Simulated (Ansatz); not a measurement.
C7H7, doublet (typed; the unrestricted solution is spin-contaminated), at a GFN2-xTB geometry; MP2/STO-3G in Ansatz (a first-principles code).

Input for Ansatz:
Ansatz 0.2 input:
```yaml
crystal:
  periodic: [false, false, false]
  atoms:
    - {symbol: C, position_ang: [2.32289376, -0.19355192, 0.13621608]}
    - {symbol: C, position_ang: [0.82930870, -0.06159424, 0.05289513]}
    - {symbol: C, position_ang: [0.22818496, 1.18754563, -0.00239106]}
    - {symbol: C, position_ang: [-1.15837773, 1.30455812, -0.08762224]}
    - {symbol: C, position_ang: [-1.88448454, 0.15209453, -0.11402876]}
    - {symbol: C, position_ang: [-1.34947138, -1.10158842, -0.06274204]}
    - {symbol: C, position_ang: [0.03610974, -1.20261803, 0.02214713]}
    - {symbol: H, position_ang: [2.71308913, -0.63833102, -0.77902155]}
    - {symbol: H, position_ang: [2.79265167, 0.77682518, 0.27459193]}
    - {symbol: H, position_ang: [2.60333027, -0.83921406, 0.96688524]}
    - {symbol: H, position_ang: [0.83365873, 2.08325206, 0.02086714]}
    - {symbol: H, position_ang: [-1.62188804, 2.27878487, -0.12947472]}
    - {symbol: H, position_ang: [-1.96232699, -1.99017288, -0.08562072]}
    - {symbol: H, position_ang: [0.49650407, -2.18021818, 0.06492746]}
basis:
  gaussian:
    orbitals: STO-3G
magnetization: {spin_polarized: true, initial_magnetization: 1}
correlation: {method: mp2, electrons: outside_noble_gas}
accuracy: high
```

It wrote (shortened):

```
Functional definition: HF
945 factors; integrals over basis functions are off by at most 1.8e-9 eV
mean field evaluation 1: about -7231.0046 eV, gradient 1.4e1 eV
mean field evaluation 2: about -7231.3212 eV, gradient 1.4e1 eV
mean field evaluation 4: about -7233.2706 eV, gradient 2.1e0 eV
mean field evaluation 8: about -7233.3105 eV, gradient 7.5e-1 eV
mean field evaluation 16: about -7234.0995 eV, gradient 4.9e-7 eV
mean field evaluation 32: about -7225.9524 eV, gradient 2.1e1 eV
mean field evaluation 64: about -7232.4959 eV, gradient 3.1e0 eV
mean field -7234.09952716 eV, -265.8482541743 hartree, gradient 1.5e-8 eV, S^2 1.727898; 4 other end points of the search recorded, 0 dependent functions left out
7 core orbitals not correlated
reference -7234.09952716 eV, -265.8482541743 hartree; 18, 17 occupied and 17, 18 virtual orbitals, 945 factors
second order -8.26678450 eV of doubles, -0.00000000 eV of singles
Total energy: -7242.36631166 eV, -266.1520529014 hartree
```
